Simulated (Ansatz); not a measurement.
CH$_{8}$SiSn, SMILES `C[SiH2][SnH3]`, relaxed with RKS PBE-D4/def2-SVP in Ansatz 0.2.0 from a rough embedded geometry. The force threshold is 0.03 eV/Å; the program also tests the step.

The species carries charge 0 and has multiplicity 1. Sn takes the def2 core potential.

Start:

```xyz
11

C     0.211   -1.661    0.343
Si    0.281   -0.312   -0.868
Sn   -0.372    1.787    0.288
H     0.461   -2.637   -0.146
H    -0.798   -1.831    0.742
H     0.933   -1.526    1.194
H    -0.682   -0.574   -1.959
H     1.597   -0.166   -1.393
H     0.723    2.136    1.658
H    -2.010    1.640    0.961
H    -0.343    3.144   -0.821
```

Q: How much energy does the relaxation release, and in how many steps? (Estimate.)

A: Computed: 24.77 kJ/mol, in 4 steps.

Q: Which bonds change most? (Estimate.)

A: Computed: Si2–Sn3 from 2.484 to 2.584 Å; Si2–H8 from 1.424 to 1.508 Å; C1–Si2 from 1.814 to 1.896 Å; Sn3–H9 from 1.788 to 1.732 Å.

Q: Give the relaxed structure. (An estimate is asked.)

A: The calculation gave: 
```xyz
11

C     0.222   -1.782    0.358
Si    0.265   -0.327   -0.856
Sn   -0.401    1.882    0.308
H     0.506   -2.722   -0.157
H    -0.793   -1.914    0.783
H     0.929   -1.620    1.196
H    -0.682   -0.576   -2.002
H     1.647   -0.174   -1.438
H     0.672    2.231    1.622
H    -2.000    1.771    0.962
H    -0.365    3.230   -0.775
```
